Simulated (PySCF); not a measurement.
C4H9ClO2S.
Numbering: `[CH3:1][C:2]([CH3:3])([CH3:4])[S:5](=[O:6])(=[O:7])[Cl:8]` (hydrogens: H9, H10, H11 on C1; H12, H13, H14 on C3; H15, H16, H17 on C4)

Method: PBE0-D3(BJ)/def2-SVP geometry optimisation, gas phase (PySCF 2.14.0); density fitting, grid level 1; the optimiser is geomeTRIC in internal coordinates, started from a GFN2-xTB structure with every atom displaced at random (about 0.01 Å).

Step 1: E = -31715.3505 eV
```
atom  x, y, z in Å  |  force x, y, z in eV/Å
C1      4.2263    2.8505    4.8678    0.187  -0.164   0.206
C2      4.2387    3.3355    3.4311   -0.077  -0.230   0.036
C3      2.8988    3.0800    2.7403   -0.042  -0.024  -0.030
C4      5.3959    2.7712    2.6248    0.232   0.252   0.237
S5      4.3637    5.1828    3.4668    0.194  -0.080  -0.104
O6      4.4923    5.6746    2.1053    0.116   0.002   0.263
O7      3.3497    5.7181    4.3576    0.247  -0.026   0.002
Cl8     6.2943    5.4621    4.4463   -0.621  -0.055  -0.305
H9      4.0376    1.7606    4.8958    0.085   0.183  -0.112
H10     3.4380    3.3390    5.4499   -0.111   0.090   0.036
H11     5.1925    3.0506    5.3592   -0.094  -0.055  -0.031
H12     2.7391    1.9877    2.6878    0.048   0.157   0.015
H13     2.8901    3.4820    1.7180    0.006   0.001  -0.024
H14     2.0668    3.5236    3.3025   -0.041   0.016   0.027
H15     5.2794    1.6796    2.5545   -0.025   0.003  -0.010
H16     6.3549    2.9883    3.1263   -0.097  -0.064  -0.122
H17     5.4232    3.1974    1.6148   -0.008  -0.006  -0.083
```

Step 2: E = -31715.3776 eV
```
atom  x, y, z in Å  |  force x, y, z in eV/Å
C1      4.2259    2.8476    4.8777   -0.016   0.002   0.069
C2      4.2357    3.3261    3.4361   -0.032   0.051   0.008
C3      2.8946    3.0824    2.7427   -0.007  -0.035  -0.010
C4      5.4026    2.7814    2.6304    0.033   0.040   0.027
S5      4.3562    5.1665    3.4540    0.446   0.170   0.174
O6      4.5075    5.6711    2.1019   -0.053  -0.078   0.097
O7      3.3693    5.7212    4.3604    0.009  -0.071  -0.067
Cl8     6.2661    5.4399    4.4197   -0.349  -0.024  -0.172
H9      4.0483    1.7610    4.8881    0.017   0.009  -0.025
H10     3.4263    3.3343    5.4547    0.011  -0.012  -0.032
H11     5.1862    3.0473    5.3741   -0.016  -0.003  -0.023
H12     2.7333    1.9952    2.6888   -0.016   0.000  -0.011
H13     2.8910    3.4859    1.7203    0.009  -0.004   0.003
H14     2.0624    3.5291    3.3051    0.014  -0.001   0.008
H15     5.2919    1.6893    2.5572   -0.001  -0.017  -0.025
H16     6.3625    2.9996    3.1203   -0.034  -0.007  -0.012
H17     5.4217    3.2058    1.6172   -0.016  -0.020  -0.009
```

Step 3: E = -31715.3859 eV
```
atom  x, y, z in Å  |  force x, y, z in eV/Å
C1      4.2264    2.8456    4.8817   -0.047   0.025  -0.029
C2      4.2386    3.3252    3.4403    0.012   0.090  -0.011
C3      2.8970    3.0867    2.7451    0.003   0.004   0.006
C4      5.4038    2.7809    2.6320   -0.049  -0.050  -0.041
S5      4.3626    5.1637    3.4553    0.261   0.060   0.147
O6      4.5097    5.6597    2.1016   -0.032  -0.004  -0.023
O7      3.3689    5.7117    4.3562   -0.052   0.006  -0.003
Cl8     6.2483    5.4578    4.4132   -0.175  -0.034  -0.087
H9      4.0526    1.7600    4.8804   -0.003  -0.046   0.023
H10     3.4225    3.3304    5.4543    0.023  -0.027  -0.019
H11     5.1846    3.0434    5.3797    0.025   0.013   0.008
H12     2.7279    2.0018    2.6882   -0.008  -0.038  -0.003
H13     2.8976    3.4921    1.7234   -0.001  -0.001   0.009
H14     2.0680    3.5379    3.3090    0.012  -0.004  -0.007
H15     5.2898    1.6887    2.5550    0.013   0.000  -0.010
H16     6.3652    2.9946    3.1161    0.027   0.014   0.026
H17     5.4179    3.2033    1.6173   -0.008  -0.006   0.015
```

Question: Estimate the geometry and energy of step 4. (The exact step hangs on the optimiser's Hessian estimate; all steps are aligned on step 3, rigid shifts and turns removed.)

Answer: E = -31715.3890 eV, largest force 0.083 eV/Å
```
atom  x, y, z in Å  |  force x, y, z in eV/Å
C1      4.2273    2.8450    4.8818   -0.013   0.007  -0.048
C2      4.2406    3.3281    3.4413    0.010   0.031  -0.013
C3      2.8990    3.0889    2.7459    0.008   0.003   0.010
C4      5.4030    2.7785    2.6320   -0.037  -0.038  -0.032
S5      4.3676    5.1667    3.4586    0.043  -0.043   0.056
O6      4.5111    5.6596    2.1040   -0.009   0.023  -0.065
O7      3.3679    5.7114    4.3547   -0.046   0.021   0.024
Cl8     6.2333    5.4609    4.4100    0.006   0.000   0.002
H9      4.0584    1.7580    4.8800   -0.001  -0.022   0.016
H10     3.4207    3.3259    5.4517    0.000  -0.010   0.011
H11     5.1845    3.0460    5.3810    0.012   0.008   0.014
H12     2.7277    2.0037    2.6894    0.002  -0.013   0.002
H13     2.9010    3.4939    1.7243   -0.005   0.002   0.001
H14     2.0713    3.5424    3.3092   -0.003  -0.001  -0.005
H15     5.2874    1.6862    2.5536    0.005   0.010   0.009
H16     6.3661    2.9900    3.1146    0.021   0.010   0.011
H17     5.4146    3.1985    1.6167    0.006   0.011   0.006
```

The energy changes by -0.0031 eV. The first-order estimate −F·Δx gives -0.0053 eV and the mean of the old and new forces, exact on a quadratic surface, -0.0027 eV. The step makes an angle of 56° with the force vector and moves no atom by more than 0.016 Å.

What follows is the cost of the whole optimisation. On an Arm Neoverse V1 with one thread (shared host), this took 2.7 min wall and 0.71 GiB of memory at its peak.
